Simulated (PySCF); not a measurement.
**Pd³⁰⁺ (palladium, charge +30) across methods**

[Ne] 3s2 3p4, high-spin 3P determinant. Computed with PySCF 2.14 in an uncontracted even-tempered set (16 s from 3.9 bohr⁻², ratio 2.5; 11 p from 5 bohr⁻², ratio 2.5; 5 d from 24 bohr⁻², ratio 2.7; 4 f from 36 bohr⁻², ratio 2.7), with the non-relativistic Hamiltonian (point nucleus).

```csv
method,E (hartree),mean ε 3s β (eV),mean ε 3p α (eV),mean ε 3p β (eV),Σ⟨r²⟩ (bohr²),⟨S²⟩
UHF,-4278.81962,-1847.8,-1781.1,-1766.7,0.9493,2.001
MN15,-4280.90,-1822.7,-1756.0,-1749.3,0.9445,2.000
r2SCAN,-4279.51,-1818.7,-1751.3,-1738.4,0.9487,2.001
LDA,-4274.45,-1816.1,-1747.2,-1735.5,0.9487,2.000
BHandHLYP,-4279.69,-1833.1,-1765.3,-1752.4,0.9487,2.001
PBE0,-4279.25,-1825.1,-1756.9,-1744.6,0.9484,2.001
PBE,-4279.16,-1816.9,-1748.2,-1736.7,0.9482,2.000
```

A non-relativistic calculation at this Z misses sizeable relativistic shifts. Spin-orbit coupling is strong in this species (close to jj coupling), so the high-spin LS determinant is a model state, not a physical level.
